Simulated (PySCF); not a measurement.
# Sc⁺ (scandium, charge +1): LDA calculation

Configuration: [Ar] 3d1 4s1, high-spin 3D determinant. Computed with PySCF 2.14 in def2-TZVP, with no relativity, point nucleus.

| Property | Result |
| --- | --- |
| Total energy | -758.413 hartree |
| One-electron energy | -1034.797 hartree |
| Hartree (Coulomb) energy | 313.185 hartree |
| Exchange-correlation energy | -36.801 hartree |
| Kinetic energy | 758.71798 hartree |
| ⟨S²⟩ | 2.0002 |
| ⟨L²⟩ | 6.007 |
| Sum of ⟨r⟩ | 16.92 bohr |
| Sum of ⟨r²⟩ | 29.73 bohr² |
| Traceless quadrupole moment −½Σ⟨3z² − r²⟩ along its main axis | 1.06 e·bohr² |
| Density at the nucleus (Gaussians lack the cusp) | 6010 bohr⁻³ |
| Spin density at the nucleus | 3.14 bohr⁻³ |
| Langevin diamagnetic susceptibility | -23.5 ×10⁻⁶ cm³/mol |
| Time after the integrals | 0.34 s of wall time on 1 thread of Neoverse-V2 (shared host) |

```json
{"shell": "1s α", "electrons": "1", "mean orbital energy (hartree)": "-160.44417", "spread (hartree)": "0", "rms radius, mean of both spins (bohr)": "0.0853"}
{"shell": "1s β", "electrons": "1", "mean orbital energy (hartree)": "-160.44271", "spread (hartree)": "0", "rms radius, mean of both spins (bohr)": "0.0853"}
{"shell": "2s α", "electrons": "1", "mean orbital energy (hartree)": "-17.47838", "spread (hartree)": "0", "rms radius, mean of both spins (bohr)": "0.377"}
{"shell": "2s β", "electrons": "1", "mean orbital energy (hartree)": "-17.46833", "spread (hartree)": "0", "rms radius, mean of both spins (bohr)": "0.377"}
{"shell": "2p α", "electrons": "3", "mean orbital energy (hartree)": "-14.51308", "spread (hartree)": "0.01179", "rms radius, mean of both spins (bohr)": "0.343"}
{"shell": "2p β", "electrons": "3", "mean orbital energy (hartree)": "-14.50494", "spread (hartree)": "0.01766", "rms radius, mean of both spins (bohr)": "0.343"}
{"shell": "3s α", "electrons": "1", "mean orbital energy (hartree)": "-2.26464", "spread (hartree)": "0", "rms radius, mean of both spins (bohr)": "1.16"}
{"shell": "3s β", "electrons": "1", "mean orbital energy (hartree)": "-2.23371", "spread (hartree)": "0", "rms radius, mean of both spins (bohr)": "1.16"}
{"shell": "3p α", "electrons": "3", "mean orbital energy (hartree)": "-1.50848", "spread (hartree)": "0.01974", "rms radius, mean of both spins (bohr)": "1.27"}
{"shell": "3p β", "electrons": "3", "mean orbital energy (hartree)": "-1.47638", "spread (hartree)": "0.04338", "rms radius, mean of both spins (bohr)": "1.27"}
{"shell": "3d α", "electrons": "1", "mean orbital energy (hartree)": "-0.39698", "spread (hartree)": "0", "rms radius, mean of both spins (bohr)": "1.94"}
{"shell": "4s α", "electrons": "1", "mean orbital energy (hartree)": "-0.37998", "spread (hartree)": "0", "rms radius, mean of both spins (bohr)": "3.55"}
```
